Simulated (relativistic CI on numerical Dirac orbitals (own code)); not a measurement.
Method of calculation: Dirac equation for one electron, model QED (radiative potential, 1s self-energy scaled to tabulated hydrogen-like ionisation energies) (own radial code, finite nucleus).

Configuration list: 1s, 2s, 2p, 3s, 3p, 3d, 4s, 4p, 4d, 4f, 5s, 5p, 5d, 5f, 5g, 6s, 6p, 6d. Levels of other configurations are missing.

Outline of the computed level scheme of Mg XII. Lowest level of each configuration: 1s 2S_1/2 at 0.00 eV; 2p 2P°_1/2 at 1471.69 eV; 2s 2S_1/2 at 1471.73 eV; 3p 2P°_1/2 at 1744.56 eV; 3s 2S_1/2 at 1744.57 eV; 3d 2D_3/2 at 1744.84 eV; 4p 2P°_1/2 at 1840.02 eV; 4s 2S_1/2 at 1840.03 eV; 4d 2D_3/2 at 1840.14 eV.

Some strong electric-dipole decays among the lowest 14 levels: 2p 2P°_1/2 → 1s 2S_1/2 (1.3e+13 s⁻¹); 2p 2P°_3/2 → 1s 2S_1/2 (1.3e+13 s⁻¹); 3p 2P°_3/2 → 1s 2S_1/2 (3.5e+12 s⁻¹); 3p 2P°_1/2 → 1s 2S_1/2 (3.5e+12 s⁻¹); 4p 2P°_3/2 → 1s 2S_1/2 (1.4e+12 s⁻¹); 4p 2P°_1/2 → 1s 2S_1/2 (1.4e+12 s⁻¹); 3d 2D_5/2 → 2p 2P°_3/2 (1.3e+12 s⁻¹); 3d 2D_3/2 → 2p 2P°_1/2 (1.1e+12 s⁻¹).
